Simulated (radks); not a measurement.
The calcium ion Ca+, [Ar] 4s1. Method: non-relativistic Kohn-Sham, exchange-only B88, spin-polarised, spherical densities, point nucleus; computed with a radial shooting solver on a logarithmic mesh with Libxc functionals. Every spin shell is full or empty, so the densities are truly spherical. Functionals are evaluated on that one density, not self-consistently. Rank these orbital-free kinetic functionals by their error against the exact value of the orbitals, and give that value: Thomas-Fermi, von Weizsacker, TF + vW, TF + vW/9, TF + vW/5, LC94, APBEK, revAPBEK, Perdew 92, Thakkar, Pearson, LKT, PG1, DePristo-Kress, Ernzerhof.

Answer. Exact: 676.558 hartree. From best to worst, with 100 (|E| - |E exact|)/|E exact| (equal figures are ties): DePristo-Kress +0.02, LC94 +0.08, Ernzerhof -0.12, APBEK +0.20, Thakkar -0.21, revAPBEK +0.51, Perdew 92 -0.64, TF + vW/9 -0.65, Pearson -1.41, TF + vW/5 +4.39, Thomas-Fermi -6.95, PG1 +22.44, LKT +27.94, von Weizsacker -43.33, TF + vW +49.73.
